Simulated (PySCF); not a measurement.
# Dipole moment and polarisability of `C=C([SiH3])OCC#N`

C₄H₇NOSi.
Geometry (GFN2-xTB, Å), atoms numbered from 1 in this order:
```
atom  x, y, z in Å
C1    -0.9767    0.3023   -1.3584
C2    -0.6751    0.0488   -0.0910
Si3   -1.9010   -0.1631    1.3390
O4     0.5850   -0.1066    0.4171
C5     1.6792    0.0092   -0.4701
C6     2.9108   -0.1877    0.2641
N7     3.8891   -0.3419    0.8324
H8    -0.2566    0.4186   -2.1527
H9    -2.0076    0.4045   -1.6416
H10   -1.7152   -1.5016    1.8964
H11   -3.2509    0.0019    0.7998
H12   -1.6041    0.8579    2.3423
H13    1.6198   -0.7511   -1.2656
H14    1.7026    1.0084   -0.9340
```

Level: CAM-B3LYP/def2-SVPD (PySCF), static field, nuclei fixed, core orbitals frozen in the response. The polarisability tensor in these axes (au):

```
x   99.65 -2.52  3.96
y   -2.52 63.38 -4.75
z    3.96 -4.75 86.51
```

Give the principal values, the mean and the anisotropy Δα = √{½[(α1 − α2)² + (α2 − α3)² + (α1 − α3)²]}.

Principal values 62.36, 86.06 and 101.12 au; mean 83.18 au = 12.33 Å³ = 13.71 × 10⁻⁴⁰ C²·m²/J; Δα = 33.84 au (41 % of the mean).

What is the dipole moment, and where does it point?

(-2.93, 0.64, -2.66) D, 4.01 D in size, pointing from the negative to the positive side. Measured along this direction, the outermost atoms are N7 at the negative end and H9 at the positive end.

Refractivity n − 1 of an ideal gas of it at 400 K and 1 atm, from the electronic α?

N = p/kT = 1.8347 × 10¹⁹ cm⁻³, so n − 1 = 2π × N × 12.33 × 10⁻²⁴ cm³ = 1421 × 10⁻⁶ at long wavelengths, for an ideal gas.

Traceless (Buckingham) quadrupole moment about the centre of nuclear charge: eigenvalues?

-17.82, 4.92, 12.90 D·Å. The values depend on the origin, since the dipole doesn't vanish. The electronic extent ⟨r²⟩ about the same centre is 1269 bohr², a root-mean-square distance of 2.43 Å for the 60 electrons.

Find the Langevin capture rate constant for H3+ (3.023 u) meeting this molecule (113.030 u), k = 2.342 × 10⁻⁹ cm³/s × √(α in Å³ / reduced mass in u).

The reduced mass is 2.94 u, so k = 4.79 × 10⁻⁹ cm³/s. The formula leaves out the permanent dipole, which adds to the capture rate.

Isolated species at its GFN2-xTB geometry (one conformer only).
